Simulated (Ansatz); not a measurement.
Ansatz (a program for electronic structure) input (B3LYP-D3(BJ)/def2-TZVP):

Ansatz 0.2 input:
```yaml
crystal:
  periodic: [false, false, false]
  atoms:
    - {symbol: C, position_ang: [-0.75443337, 0.04246255, 0.09575846]}
    - {symbol: C, position_ang: [0.75179456, -0.05550893, -0.06627904]}
    - {symbol: Cl, position_ang: [1.31750822, -1.60719889, 0.58206005]}
    - {symbol: Cl, position_ang: [1.52978416, 1.27416250, 0.81561736]}
    - {symbol: Cl, position_ang: [-1.53256498, -1.28640197, -0.78696900]}
    - {symbol: Cl, position_ang: [-1.32058928, 1.59483870, -0.55171354]}
    - {symbol: H, position_ang: [-1.05452729, -0.02106293, 1.14420420]}
    - {symbol: H, position_ang: [1.05163847, 0.00778609, -1.11491864]}
basis:
  gaussian:
    orbitals: def2-TZVP
hamiltonian:
  xc: b3lyp
  dispersion: d3bj
relax: {f_tol: 0.002, max_steps: 150}
```

Output:

```
Functional definition: B3LYP
integrals: 0.21 GiB planned
1500 factors; their error is unknown
mean field: 1.70 GiB planned
mean field evaluation 1: about -52198.1319 eV, gradient 3.4e1 eV
mean field evaluation 2: about -52193.7631 eV, gradient 5.4e1 eV
mean field evaluation 4: about -52200.6518 eV, gradient 9.5e-1 eV
mean field evaluation 8: about -52200.7623 eV, gradient 3.6e-1 eV
mean field evaluation 16: about -52200.7625 eV, gradient 4.6e-5 eV
mean field -52200.76247672 eV, -1918.3426380717 hartree, gradient 4.6e-5 eV, S^2 0.000000; 0 other end points of the search recorded, 0 dependent functions left out
the calculation of the forces begins
reference -52200.76275676 eV, -1918.3426483631 hartree; 41, 41 occupied and 181, 181 virtual orbitals, 1500 factors
relax step   1: F+E_penalty+E_count = -52201.33426600 eV  Δ(F+E_penalty+E_count) = +0.000e0 eV  max|allowed force component| = 2.525e-1 eV/Å  Δτ_max = 0.0000 Å  (28 SCF iters, accepted)
these checks for a lower state are left out or cut short: starts, cluster_reference, orbital_swaps, neighbouring_geometries, increment
integrals: 0.21 GiB planned
1500 factors; their error is unknown
mean field: 1.70 GiB planned
mean field -52200.78356168 eV, -1918.3434129300 hartree, gradient 8.0e-6 eV, S^2 0.000000; 0 other end points of the search recorded, 0 dependent functions left out
the calculation of the forces begins
reference -52200.78384306 eV, -1918.3434232705 hartree; 41, 41 occupied and 181, 181 virtual orbitals, 1500 factors
relax step   2: F+E_penalty+E_count = -52201.34924792 eV  Δ(F+E_penalty+E_count) = -1.498e-2 eV  max|allowed force component| = 3.180e-1 eV/Å  Δτ_max = 0.0298 Å  (32 SCF iters, accepted)
these checks for a lower state are left out or cut short: starts, cluster_reference, orbital_swaps, neighbouring_geometries, increment
integrals: 0.21 GiB planned
1500 factors; their error is unknown
mean field: 1.69 GiB planned
mean field -52200.78556510 eV, -1918.3434865542 hartree, gradient 8.2e-6 eV, S^2 0.000000; 0 other end points of the search recorded, 0 dependent functions left out
the calculation of the forces begins
reference -52200.78584620 eV, -1918.3434968844 hartree; 41, 41 occupied and 181, 181 virtual orbitals, 1500 factors
relax step   3: F+E_penalty+E_count = -52201.35205812 eV  Δ(F+E_penalty+E_count) = -2.810e-3 eV  max|allowed force component| = 1.222e-1 eV/Å  Δτ_max = 0.0078 Å  (32 SCF iters, accepted)
these checks for a lower state are left out or cut short: starts, cluster_reference, orbital_swaps, neighbouring_geometries, increment
integrals: 0.21 GiB planned
1500 factors; their error is unknown
mean field: 1.70 GiB planned
mean field evaluation 32: about -52200.6776 eV, gradient 5.1e-1 eV
mean field -52200.78652306 eV, -1918.3435217586 hartree, gradient 8.1e-6 eV, S^2 0.000000; 0 other end points of the search recorded, 0 dependent functions left out
the calculation of the forces begins
reference -52200.78680423 eV, -1918.3435320915 hartree; 41, 41 occupied and 181, 181 virtual orbitals, 1500 factors
relax step   4: F+E_penalty+E_count = -52201.35251795 eV  Δ(F+E_penalty+E_count) = -4.598e-4 eV  max|allowed force component| = 7.210e-3 eV/Å  Δτ_max = 0.0022 Å  (32 SCF iters, accepted)
these checks for a lower state are left out or cut short: starts, cluster_reference, orbital_swaps, neighbouring_geometries, increment
integrals: 0.21 GiB planned
1500 factors; their error is unknown
mean field: 1.70 GiB planned
mean field -52200.78655160 eV, -1918.3435228074 hartree, gradient 8.1e-6 eV, S^2 0.000000; 0 other end points of the search recorded, 0 dependent functions left out
the calculation of the forces begins
reference -52200.78683277 eV, -1918.3435331403 hartree; 41, 41 occupied and 181, 181 virtual orbitals, 1500 factors
relax step   5: F+E_penalty+E_count = -52201.35252127 eV  Δ(F+E_penalty+E_count) = -3.325e-6 eV  max|allowed force component| = 2.259e-3 eV/Å  Δτ_max = 0.0004 Å  (33 SCF iters, accepted)
these checks for a lower state are left out or cut short: starts, cluster_reference, orbital_swaps, neighbouring_geometries, increment
integrals: 0.21 GiB planned
1500 factors; their error is unknown
mean field: 1.70 GiB planned
mean field -52200.78656709 eV, -1918.3435233765 hartree, gradient 8.1e-6 eV, S^2 0.000000; 0 other end points of the search recorded, 0 dependent functions left out
the calculation of the forces begins
reference -52200.78684826 eV, -1918.3435337095 hartree; 41, 41 occupied and 181, 181 virtual orbitals, 1500 factors
relax step   6: F+E_penalty+E_count = -52201.35252140 eV  Δ(F+E_penalty+E_count) = -1.297e-7 eV  max|allowed force component| = 2.073e-3 eV/Å  Δτ_max = 0.0001 Å  (33 SCF iters, accepted)
these checks for a lower state are left out or cut short: starts, cluster_reference, orbital_swaps, neighbouring_geometries, increment
integrals: 0.21 GiB planned
1500 factors; their error is unknown
mean field: 1.70 GiB planned
mean field -52200.78656079 eV, -1918.3435231453 hartree, gradient 8.1e-6 eV, S^2 0.000000; 0 other end points of the search recorded, 0 dependent functions left out
the calculation of the forces begins
reference -52200.78684197 eV, -1918.3435334782 hartree; 41, 41 occupied and 181, 181 virtual orbitals, 1500 factors
relax step   7: F+E_penalty+E_count = -52201.35252160 eV  Δ(F+E_penalty+E_count) = -1.940e-7 eV  max|allowed force component| = 3.893e-5 eV/Å  Δτ_max = 0.0001 Å  (33 SCF iters, accepted)
integrals: 0.21 GiB planned
1500 factors; their error is unknown
mean field: 1.70 GiB planned
mean field evaluation 64: about -52200.7866 eV, gradient 4.2e-3 eV
mean field -52200.78656079 eV, -1918.3435231453 hartree, gradient 8.1e-6 eV, S^2 0.000000; 1 other end points of the search recorded, 0 dependent functions left out
the calculation of the forces begins
reference -52200.78684197 eV, -1918.3435334782 hartree; 41, 41 occupied and 181, 181 virtual orbitals, 1500 factors
Total energy: -52201.35280277 eV, -1918.3643321541 hartree
Atom 0 at    -0.761212     0.043780     0.085435 Å, force    -0.000039     0.000015    -0.000008 eV/Å
Atom 1 at     0.758364    -0.056509    -0.055995 Å, force     0.000039    -0.000033     0.000008 eV/Å
Atom 2 at     1.340109    -1.618419     0.582081 Å, force     0.000001     0.000016    -0.000002 eV/Å
Atom 3 at     1.553427     1.281148     0.817889 Å, force    -0.000009    -0.000003    -0.000010 eV/Å
Atom 4 at    -1.556271    -1.293879    -0.788449 Å, force    -0.000002     0.000006     0.000003 eV/Å
Atom 5 at    -1.342960     1.605688    -0.552640 Å, force     0.000010    -0.000014     0.000009 eV/Å
Atom 6 at    -1.056323    -0.019233     1.127212 Å, force    -0.000014     0.000001     0.000012 eV/Å
Atom 7 at     1.053475     0.006500    -1.097773 Å, force     0.000015     0.000012    -0.000011 eV/Å
Dipole moment:     0.000000     0.000001     0.000000 e Å
```
